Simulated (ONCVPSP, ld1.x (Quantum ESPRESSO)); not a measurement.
# Pseudopotentials across the periodic table

Generated with ld1.x 7.5 (TM, RRKJ, ultrasoft, PAW), atompaw 4.2 or ONCVPSP 4.0.1. The cutoff is in Ry: for ld1.x and atompaw files where the sum of valence levels is converged to 10 mRy in a Bessel basis, for ONCV files where the hardest occupied wave has 1 mHa per electron of residual kinetic energy. The error is the largest all-electron minus pseudo excitation energy over each file’s own four to seven test configurations (ionisations up to +4, promotions, holes and added fractions of an electron), all of which were solved. The labels leave out finer settings (local radius, basis sizes, second energies), which also bear on the numbers. Spin-polarised tests are not counted. The rows are a selection from randomly drawn settings: files with unsolved tests, undetermined cutoffs or missed reference levels are left out.

A true bound ghost makes a file unfit for plane-wave use even where its test errors are small: the radial tests pick states by their node count and pass the ghost by.

| element | potential | cutoff (Ry) | largest error (meV) | bound ghosts |
| --- | --- | --- | --- | --- |
| B | ONCV, PBE, non-relativistic, rc 1.65/3.75 (sp), local smoothed, core correction yes, reference 2s2 2p1, qcut 4.1/2.9, projectors 2/2 | 17 | +873 | none |
| Ti | TM, PBE, scalar-relativistic, rc 2.15/1.10/1.65 (spd), local s, core correction yes, reference 3p6 3d2 4s2 4p0 | 80 | -852 | none |
| Dy | ONCV, LDA (Perdew-Wang 92), scalar-relativistic, rc 1.90/2.40/3.30 (spd), local smoothed, core correction yes, reference 5s2 5p6 5d1 6s0.5, qcut 7.2/7.1/5.8, projectors 2/2/1 | 34 | +11 | none |
| Er | PAW, PBE, scalar-relativistic, rc 2.05/2.05/2.05 (spd), local smoothed, core correction yes, reference 5s2 5p6 5d1 6s2 6p0 | 21 | -420 | none |
| W | ONCV, LDA (Perdew-Wang 92), scalar-relativistic, rc 1.50/1.15/2.30/0.70 (spdf), local smoothed, core correction yes, reference 4f14 5s2 5p6 5d4 6s2, qcut 7.9/5.8/8/21.3, projectors 2/2/2/2 | 789 | -13 | s |
| Hg | ONCV, PBEsol, fully relativistic, rc 1.45/1.50/1.80 (spd), local smoothed, core correction no, reference 5s2 5p6 5d10 6s2, qcut 6.9/10.5/10.3, projectors 2/2/2 | 70 | -5.0 | none |

Problem. Fill in the row for Gd: ONCV, PBEsol, scalar-relativistic, rc 1.40/2.15/1.20/1.20 (spdf), local smoothed, core correction yes, reference 4d10 4f7 5s2 5p6 5d1, qcut 5.4/6.5/12.4/14.3, projectors 3/3/2/2.

Solution. cutoff 174 Ry, largest error +190 meV, bound ghosts: s.

Problem. Fill in the row for B: ONCV, PBE, scalar-relativistic, rc 1.45/3.95 (sp), local smoothed, core correction no, reference 2s2 2p1, qcut 4.1/3.3, projectors 3/3.

Solution. cutoff 40 Ry, largest error +786 meV, bound ghosts: none.

Problem. Fill in the row for Ba: ONCV, PBE, scalar-relativistic, rc 3.38/1.80/2.60 (spd), local smoothed, core correction no, reference 5s2 5p6 6s2, qcut 5/5.4/4.3, projectors 3/2/2.

Solution. cutoff 25 Ry, largest error -3.0 meV, bound ghosts: none.
